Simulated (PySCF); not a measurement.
Two-component Hartree-Fock for Ni⁺ (nickel, charge +1)

Start: [Ar] 3d9; 3d3/2 filled at m_j = -3/2, -1/2, +1/2, +3/2; 3d5/2 filled at m_j = -3/2, -1/2, +1/2, +3/2, +5/2. Calculated with PySCF 2.14 in x2c-TZVPall-2c with one added diffuse shell each of s, p, d type (7s8p5d1f, 63 functions): generalised Hartree-Fock with the X2C-1e Hamiltonian and a Gaussian nucleus; one run each with spin-orbit coupling (SO) switched off, then screened by Boettger's factors.

```json
{"spinor shell": "1s1/2", "electrons": "2", "ε, spin-free (eV)": "-8405.4", "ε, screened SO (eV)": "-8405.2", "weight of nominal j (screened SO)": "1.000", "rms radius, screened SO (bohr)": "0.0624"}
{"spinor shell": "2s1/2", "electrons": "2", "ε, spin-free (eV)": "-1052.9", "ε, screened SO (eV)": "-1052.9", "weight of nominal j (screened SO)": "1.000", "rms radius, screened SO (bohr)": "0.265"}
{"spinor shell": "2p1/2", "electrons": "2", "ε, spin-free (eV)": "-902.24", "ε, screened SO (eV)": "-914.49", "weight of nominal j (screened SO)": "0.999", "rms radius, screened SO (bohr)": "0.236"}
{"spinor shell": "2p3/2", "electrons": "4", "ε, spin-free (eV)": "-902.24", "ε, screened SO (eV)": "-896.23", "weight of nominal j (screened SO)": "1.000", "rms radius, screened SO (bohr)": "0.239"}
{"spinor shell": "3s1/2", "electrons": "2", "ε, spin-free (eV)": "-138.43", "ε, screened SO (eV)": "-138.41", "weight of nominal j (screened SO)": "1.000", "rms radius, screened SO (bohr)": "0.800"}
{"spinor shell": "3p1/2", "electrons": "2", "ε, spin-free (eV)": "-92.688", "ε, screened SO (eV)": "-95.331", "weight of nominal j (screened SO)": "0.942", "rms radius, screened SO (bohr)": "0.850"}
{"spinor shell": "3p3/2", "electrons": "4", "ε, spin-free (eV)": "-92.688", "ε, screened SO (eV)": "-91.377", "weight of nominal j (screened SO)": "0.971", "rms radius, screened SO (bohr)": "0.861"}
{"spinor shell": "3d3/2", "electrons": "4", "ε, spin-free (eV)": "-20.815", "ε, screened SO (eV)": "-21.406", "weight of nominal j (screened SO)": "0.798", "rms radius, screened SO (bohr)": "1.19"}
{"spinor shell": "3d5/2", "electrons": "5", "ε, spin-free (eV)": "-20.815", "ε, screened SO (eV)": "-20.347", "weight of nominal j (screened SO)": "0.838", "rms radius, screened SO (bohr)": "1.22"}
```

```json
{"quantity": "E (hartree)", "spin-free": "-1518.76626", "screened SO": "-1518.80158"}
{"quantity": "M_J", "spin-free": "5/2", "screened SO": "5/2"}
{"quantity": "⟨J²⟩", "spin-free": "8.761", "screened SO": "8.762"}
{"quantity": "⟨L²⟩", "spin-free": "6.008", "screened SO": "6.010"}
{"quantity": "⟨S²⟩", "spin-free": "0.753", "screened SO": "0.754"}
```

Each row is a mean over spinors that exchange with the open shell spreads, by up to 6.777 eV (3p3/2).

Rows whose weight is well below 1 are mixtures of j = l ± 1/2: exchange outweighs spin-orbit coupling there, and the label is only the starting occupation.

Without spin-orbit coupling the j labels of p, d and f shells carry no meaning; the spin-free column gives the mean over the occupied spinors of each nl shell.
